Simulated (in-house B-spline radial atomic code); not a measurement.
Results of a calculation; reference values are marked as such.
## Ghost states of the separable form: P

P, [Ne] 3s2 3p3, non-relativistic LDA (VWN5), spherical and spin-unpolarised, from a B-spline radial code for spherical atoms (atomic units; all potentials screened as in the neutral atom).

Troullier-Martins channels: 3s (ε = -0.5124, r_c = 1.625 bohr), 3p (ε = -0.2061, r_c = 1.796 bohr). In the Kleinman-Bylander form one channel serves as the local potential, and each other channel l becomes |δV u><u δV|/<u|δV|u>, with δV = V_l − V_local and u the pseudo-orbital. Its strength is E_KB = <u|δV²|u>/<u|δV|u>. By the analysis of Gonze, Stumpf and Scheffler a spurious state lies below the reference level ε if E_KB > 0 and ε is above the second level of the local potential alone, or if E_KB < 0 and ε is above its first. The table's levels are those of angular momentum l in a sphere of 9 bohr, whose wall can lift a shallow ε a little above its free-atom value.

```csv
local,channel,<u δV u>,<u δV² u>,ε,first local level,second local level
p,s,0.11424,0.27632,-0.5124,-0.7624,-0.0214
s,p,-0.061931,0.14663,-0.2060,-0.1689,0.1082
```

(1) Apply the rule to each row.

Diagonalising the separable Hamiltonian gives:

| local | channel | three lowest levels | all-electron, two lowest valence levels |
| --- | --- | --- | --- |
| p | s | -0.5124, 0.0220, 0.3079 | -0.5124, 0.0222 |
| s | p | -0.2060, 0.0949, 0.4025 | -0.2060, 0.0950 |

(2) Which choices of local channel are safe?

Answers

(1) Local p, channel s: E_KB = +2.42, so ε = -0.5124 is set against -0.0214: no ghost. Local s, channel p: E_KB = -2.37, so ε = -0.2060 is set against -0.1689: no ghost.

(2) All are free of ghosts. Among the safe choices the second level, which tests transfer, is off by at most 0.2 millihartree (s local), 0.2 millihartree (p local).
